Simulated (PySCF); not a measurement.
Excitations are Tamm–Dancoff values on a coarser integration grid. The basis has no diffuse functions, so Rydberg states are missing or too high.

Species: I$_{4}$Si, SMILES `I[Si](I)(I)I` (charge 0, multiplicity 1).

Task: What HOMO–LUMO gap, HOMO, brightest of the four lowest singlets (TDA), S1 excitation (TDA) and dipole moment does M06-2X/def2-TZVP // B3LYP-D3(BJ)/def2-SVP run with PySCF 2.14.0 give?

Result: 
- HOMO–LUMO gap = 6.62 eV
- HOMO = -8.89 eV
- brightest of the four lowest singlets (TDA) = 4.63 eV
- S1 excitation (TDA) = 4.02 eV
- dipole moment = 0.00 D
